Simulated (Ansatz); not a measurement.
Species: SnCl, charge 0, doublet. SnCl (SMILES [Cl][Sn], doublet).
B3LYP-D3(BJ)/def2-TZVP minimum from Ansatz (a first-principles code):
```
Sn
Cl 1 2.3937
```
Charge 0, spin multiplicity 2.

Total energies in hartree (Ansatz). UHF or UKS for unpaired electrons; spin-orbit terms are left out. Correlated methods leave the cores frozen (noble-gas shells, and filled d and f shells in the p block). Past Kr the def2 sets carry scalar-relativistic core potentials. Spin-orbit terms, left out, reach several kcal/mol for Br and I, and more for heavier atoms.

| species | HF/def2-TZVPP | CCSD(T)/def2-TZVPP | HF/def2-QZVPP | CCSD(T)/def2-QZVPP | CCSDT(Q)/def2-QZVPP |
|---|---|---|---|---|---|
| 1: SnCl (SMILES [Cl][Sn], doublet) | -672.91382 | -673.19813 | -672.92841 | -673.23824 | -673.23985 |
| 2: Sn (triplet) | -213.33992 | -213.39742 | -213.34066 | -213.40091 | -213.40140 |
| 3: Cl (doublet) | -459.47685 | -459.66464 | -459.48954 | -459.69535 | -459.69632 |

Task: Work out the atomisation energy (electronic, to ground-state atoms) in kcal/mol: take Hartree-Fock from def2-QZVPP, extrapolate the CCSD(T) correlation energy as X^-3 (X = 3, 4), and add CCSDT(Q) - CCSD(T) in def2-QZVPP. 1 hartree = 627.51 kcal/mol.

Result: 
Species 1: correlation (64·(-0.30983) - 27·(-0.28431))/37 = -0.32845; step -0.00161; E1 = -672.92841 + (-0.32845) + (-0.00161) = -673.25847
Species 2: correlation (64·(-0.06025) - 27·(-0.05750))/37 = -0.06226; step -0.00049; E2 = -213.34066 + (-0.06226) + (-0.00049) = -213.40341
Species 3: correlation (64·(-0.20581) - 27·(-0.18779))/37 = -0.21896; step -0.00097; E3 = -459.48954 + (-0.21896) + (-0.00097) = -459.70947
-1·E1 +1·E2 +1·E3 = 0.14559 hartree = 91.4 kcal/mol.
